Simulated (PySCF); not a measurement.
# Spin states of BeSi⁺

Unrestricted PBE0; basis Be 6-311G(d,p), Si 6-311G(d,p); no relativity; PySCF 2.14. Outer shells of the fragments: Be 2s2; Si+ 3s2 3p1.

Followed along the bond (rough minima from three points):

```json
{"2Ms+1": "2", "unpaired": "π ↑", "⟨S²⟩ at the start": "0.75", "R at minimum (Å)": "2.29", "Te (eV)": "0.00"}
{"2Ms+1": "4", "unpaired": "σ ↑, π ↑↑", "⟨S²⟩ at the start": "3.76", "R at minimum (Å)": "2.02", "Te (eV)": "0.73"}
{"2Ms+1": "2", "unpaired": "σ ↑, π ↑↓", "⟨S²⟩ at the start": "1.76", "R at minimum (Å)": "2.02", "Te (eV)": "1.41"}
{"2Ms+1": "2", "unpaired": "σ ↑", "⟨S²⟩ at the start": "0.75", "R at minimum (Å)": "none in the scan", "Te (eV)": "≤ 0.86"}
{"2Ms+1": "4", "unpaired": "σ ↑↑, π ↑", "⟨S²⟩ at the start": "3.75", "R at minimum (Å)": "none in the scan", "Te (eV)": "≤ 1.48"}
```

Solutions found at the starting distance of 2.175 Å, counted from the lowest of them; the search is not exhaustive and high or unbound solutions are not listed, so other states can lie among these:

```tsv
2Ms+1	unpaired	term	E (eV)	⟨S²⟩	⟨Lz²⟩	μ (D)
2	π ↑	²Π	0.00	0.75	1.00	-4.71
4	σ ↑, π ↑↑	⁴Σ⁻	0.82	3.76	0.00	-4.89
2	σ ↑	²Σ⁺	1.11	0.75	0.00	-0.24
2	σ ↑, π ↑↓	mixed	1.49	1.76	2.01	-4.92
4	σ ↑↑, π ↑	⁴Π	1.59	3.75	1.00	-0.10
2	σ ↓, π ↑↑	mixed	1.67	1.77	0.00	-5.18
```

A term symbol is given only where ⟨S²⟩ and ⟨Lz²⟩ are close to those of a pure state; real π, δ and φ orbitals otherwise mix terms. A positive dipole points towards Si; it is taken about the centre of mass and depends on that origin.

Question: Compare the gap between the two lowest followed solutions at the starting distance with the gap between their minima.

Answer: At PBE0 the second solution (quartet, unpaired electrons σ ↑, π ↑↑) lies +0.82 eV from the first (doublet, unpaired electrons π ↑) at 2.175 Å and +0.73 eV at the minima; the two curves relax by different amounts, since their minima lie near 2.02 and 2.29 Å.
